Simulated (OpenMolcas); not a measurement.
# Ag7+: the spin-orbit constant, worked from levels

- Program: OpenMolcas
- Basis: ANO-RCC-VQZP [8s7p5d3f2g1h]
- Scalar Hamiltonian: DKH2, point nucleus
- Active space: 10 electrons in 8 orbitals (RAS1 4p, at most 2 holes; RAS2 4d)
- State averaging: 2S+1 = 5 even, 5 roots; 2S+1 = 3 even, 45 roots; 2S+1 = 1 even, 49 roots
- Spin-orbit coupling: state interaction with AMFI integrals over the reference wave functions, term energies averaged over their components

Methods: RASSCF; MS-RASPT2, IPEA 0.25 Eh, imaginary shift 0.1 Eh (closed shells correlated: 4s). Measured levels: Atoms 5, 11 (2017), spectra Ag VII to Ag IX.

**The spin-orbit constant.** For the Hund term 5D of d4, E(J) = (A/2) J(J+1) + constant and ζ = 2S·A = 4A. From J = 0 to J = 4 the energy changes by 10 A.

```csv
Source,E(4) - E(0),A,ζ
RASSCF,7200.7,720.1,2880
MS-RASPT2,7120.0,712.0,2848
measured,7443.0,744.3,2977
```

All in cm-1. MS-RASPT2 is off by -4.3 % and RASSCF by -3.3 %. Both methods take the spin-orbit matrix elements from the reference wave functions, so the second can move ζ only through the term energies and any multistate remixing. Second-order mixing with other terms is absorbed into this ζ.

CASPT2 breaks the degeneracy within a term, and the mean is taken; among the terms shown or strongly mixed into the levels shown the widest spread is 39 cm-1 (4d4 5D, MS-RASPT2). Active for correlation alone: 4p; no level in the range computed is led by a configuration that opens it, so any true level of that kind is missing. Without dynamic correlation excited terms often stand tens of per cent too high (terms of higher spin than the ground term too low), and those without a measured partner can miss by more than the paired ones (holds for RASSCF). Computed and measured levels are paired by configuration, term and J; levels that our copy of the source lacks, or whose pairing is in doubt (as where it misses far off the trend of its configuration), stay unpaired and out of the deviations. Levels of configurations outside the active space are missing.
